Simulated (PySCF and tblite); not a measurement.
Results of a calculation; reference values are marked as such.
tetrahydropyran-4-one, C₅H₈O₂, numbered as in [O:1]=[C:2]1[CH2:3][CH2:4][O:5][CH2:6][CH2:7]1. Conformer-averaged GIAO shifts at 298.15 K against TMS at the same level, unscaled (PySCF, tblite), from 3 protocols:

A: shieldings PBE0/pcSseg-1 (IEF-PCM, chloroform); weights PBE0-D3(BJ)/pcSseg-1 (IEF-PCM, chloroform) // GFN2-xTB; 2 conformers.
B: shieldings mPW1PW91/pcSseg-1 (IEF-PCM, chloroform); weights PBE0-D3(BJ)/def2-SVP (IEF-PCM, chloroform) // GFN2-xTB; 1 conformer.
C: shieldings PBE0/pcSseg-1 (IEF-PCM, chloroform); weights PBE0-D3(BJ)/def2-TZVP (IEF-PCM, chloroform) // PBE0-D3(BJ)/def2-SVP; 2 conformers.

| signal | measured (ppm) | A | B | C |
| --- | --- | --- | --- | --- |
| H3/H7 | 2.5 | 2.45 | 2.45 | 2.28 |
| H4/H6 | 3.98 | 4.21 | 4.19 | 3.89 |
| C2 | 206.5 | 216.9 | 217.1 | 214.8 |
| C3/C7 | 42.9 | 48.7 | 48.7 | 46.5 |
| C4/C6 | 67.9 | 74.2 | 74.1 | 70.4 |

Measured: Stadelmann, Balmer, Riniker, Ebert, PCCP 2022; solvent: CDCl3.

Question: Which protocol comes closest to experiment?

Answer: For ¹³C protocol C has the smallest mean absolute error, though another scatters less about its mean error.
| nucleus | ppm | A | B | C |
| --- | --- | --- | --- | --- |
| ¹³C | mean absolute error | 7.5 | 7.5 | 4.8 |
| ¹³C | scatter about the mean error | 2.1 | 2.2 | 2.5 |

For scale, the study of O=C1CCOCC1 took 2.3 min on 1 thread of Arm Neoverse V1 (shared host) (rough), launched as `OMP_NUM_THREADS=1 python ens_run.py task.json out`.
